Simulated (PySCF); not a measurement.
C7H7F2 (doublet state).
Cartesian coordinates in Å at the GFN2-xTB level; atoms count from 1:
```
atom  x, y, z in Å
C1     2.5493   -1.2362    0.4503
C2     1.6739   -0.6462   -0.1158
C3     0.5785    0.0491   -0.7599
F4     0.5844   -0.2536   -2.1278
C5     0.4652    1.5647   -0.4662
C6    -0.8439    1.2984    0.3050
C7    -0.7390   -0.1341   -0.0793
C8    -1.4984   -1.3334    0.2893
F9    -1.7922   -1.3536    1.6483
H10    3.3269   -1.7432    0.9396
H11    0.3364    2.1459   -1.3754
H12    1.2858    1.9686    0.1207
H13   -0.7967    1.4873    1.3814
H14   -1.7260    1.8173   -0.0806
H15   -2.4791   -1.3761   -0.2121
H16   -0.9329   -2.2459    0.0711
```

The hyperfine couplings belong to this conformer and change with its torsions.

The species is `C#C[C@]1(F)CC[C]1CF` [radical].

Computed with PySCF, UKS B3LYP, pcH-1 on C F H, non-relativistic, mean-field spin-orbit, GIAO. Isolated species at its GFN2-xTB geometry (one conformer only). Couplings are sensitive to structure, and on GFN2-xTB geometries they can be far from those on DFT ones. The SCF solution wasn't tested for stability.

Problem. Give the principal g shifts and their parts.

Solution. 
```
                    Δg (ppm)     1     2     3
relativistic mass correction  -164  -164  -164
            gauge correction    54    18    46
   orbital Zeeman/spin–orbit  -570    60   775
                       total  -681   -85   657
```

So g = 2.00164, 2.00223, 2.00298 and g_iso = 2.00228; the tensor is rhombic: the two nearest values differ by 45 % of g3 − g1. Axes: g3 points within 9° of the C3–C7 bond.

Problem. What are the electron Larmor frequencies g μB B/h along the three axes at 1200 mT?

Solution. 33.6185, 33.6285, 33.6410 GHz for g1, g2 and g3, a range of 22.5 MHz.

Problem. Average each term over the three axes. Which is largest in size?

Solution. The mass correction -164, the orbital-Zeeman/spin–orbit term 88 and the gauge correction 39 ppm, for a total of -36 ppm. The mass correction is the largest in size. The mass correction is the same along every axis, so the anisotropy comes from the other two: their spans along these axes are 35 (gauge) and 1345 ppm (orbital Zeeman/spin–orbit).

Problem. What effective moment and Curie constant follow for a powder?

Solution. With the mean of g² = 4.0091 and S(S+1) = 0.75: μ_eff = √(⟨g²⟩S(S+1)) = 1.734 μB and χT = 0.12505·⟨g²⟩·S(S+1) = 0.376 cm³ K/mol (cgs; spin-Hamiltonian part alone).

Problem. In a frozen sample, at which fields do the three g values resonate at 9.5, 34, 94 and 263 GHz (hyperfine left aside), and which band first spreads them over more than twice a line width of 0.5 mT?

Solution. 
```csv
band,GHz,B(g3) mT,B(g2) mT,B(g1) mT,spread mT
X,9.5,338.87,339.00,339.10,0.23
Q,34.0,1212.81,1213.26,1213.62,0.81
W,94.0,3353.05,3354.30,3355.29,2.24
J,263.0,9381.42,9384.89,9387.69,6.27
```

The spread grows in proportion to the frequency. W band is the first where it exceeds 1.0 mT.

Largest spin populations (Mulliken): C7 (+0.92), C6 (-0.08) and C1 (+0.06). No atom but C7 exceeds +0.15. The positive populations add up to 1.18 and the negative ones to -0.18, together 2S = 1. The angles at C7 add up to 359.1°, so it is planar.

The HOMO–LUMO gaps are 6.45 eV among the α and 5.12 eV among the β orbitals.

Time: 74 s of wall time (grids of density and orbitals included); peak memory 0.97 GiB. Hardware: one thread of an Arm Neoverse V2, shared host with 96 logical CPUs at a one-minute load of 42.
